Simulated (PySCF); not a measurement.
A GIAO shielding run with PySCF (density fitting, non-relativistic, gas phase) on `CO[C@@H](C)[Si@@H](Cl)C1CC1`, C6H13ClOSi:

```
$ OMP_NUM_THREADS=1 python probes_run.py task.json out

{"job": {"kind": "nmr", "xc": "PBE0", "basis": "pcSseg-1"}, "charge": 0, "multiplicity": 1}
C      2.835519     0.018077    -1.382955
O      1.530341    -0.307450    -0.977236
C      1.323388    -0.328498     0.430653
C      1.326938     1.065570     1.057256
Si    -0.355112    -1.242574     0.576315
Cl    -0.726270    -1.605328     2.537527
C     -1.716907    -0.151242    -0.130318
C     -2.518516     0.769553     0.754509
C     -3.165621    -0.435573     0.163949
H      3.573728    -0.619269    -0.880458
H      2.877592    -0.158146    -2.456555
H      3.078530     1.067178    -1.182770
H      2.127637    -0.921148     0.896473
H      1.066529     0.989043     2.109876
H      2.305926     1.535584     0.981078
H      0.596871     1.697941     0.557786
H     -0.275078    -2.529568    -0.115215
H     -1.514368     0.226756    -1.125060
H     -2.783821     1.741887     0.366639
H     -2.316603     0.766294     1.815051
H     -3.882229    -0.301545    -0.632344
H     -3.398885    -1.258158     0.822593
```

Hardware: 1 thread of an Arm Neoverse V2, shared host. The job also computes population analyses, field gradients, ring-centre shieldings.

(1) How large is the calculation?

(2) How long does it take, and how much memory does it need?

Answers

(1) 88 electrons, 232 basis functions and 1247 auxiliary functions.

(2) 54 s of wall time, with 14 SCF cycles and 4 response iterations; peak memory 1.1 GiB. Times on a shared host scatter by some tens of per cent.
